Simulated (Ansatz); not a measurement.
Wavefunction ladder for `[SH][Au-][n+]1ccccc1`

```csv
atom,x (Å),y (Å),z (Å)
S1,3.6968,1.1012,2.8493
Au2,1.9627,0.5810,1.5149
N3,0.3418,0.0573,0.3209
C4,-0.4972,-0.9140,0.6988
C5,-1.5853,-1.2903,-0.0637
C6,-1.8215,-0.6418,-1.2643
C7,-0.9530,0.3634,-1.6558
C8,0.1137,0.6833,-0.8392
H9,4.1952,2.0885,2.0836
H10,-0.2761,-1.3940,1.6433
H11,-2.2334,-2.0826,0.2879
H12,-2.6672,-0.9149,-1.8839
H13,-1.0927,0.9010,-2.5847
H14,0.8163,1.4618,-1.1069
```

Charge 0, multiplicity 1. Correlated methods include outer-core shells of Au, which these sets cover unevenly. Au: def2 effective core potential. The structure was optimised at the PBE0-D4/def2-TZVP level. It is one conformer, not always the lowest. Frozen core, restricted reference, Ansatz.

```
     basis     HF (Eh)  MP2 corr.  CCSD corr.  (T)  CCSD(T) total
  def2-SVP           ?          ?    -1.33808    ?              ?
def2-TZVPP  -779.75774   -1.80869           –    –              –
def2-QZVPP           ?   -1.96891           –    –              –
```

Question: Fill in the withheld values. (An estimate is asked.)

Answer: Ansatz gave: def2-SVP HF (Eh): -779.33649; def2-SVP MP2 corr.: -1.32434; def2-SVP (T): -0.05254; def2-SVP CCSD(T) total: -780.72711; def2-QZVPP HF (Eh): -779.78047.
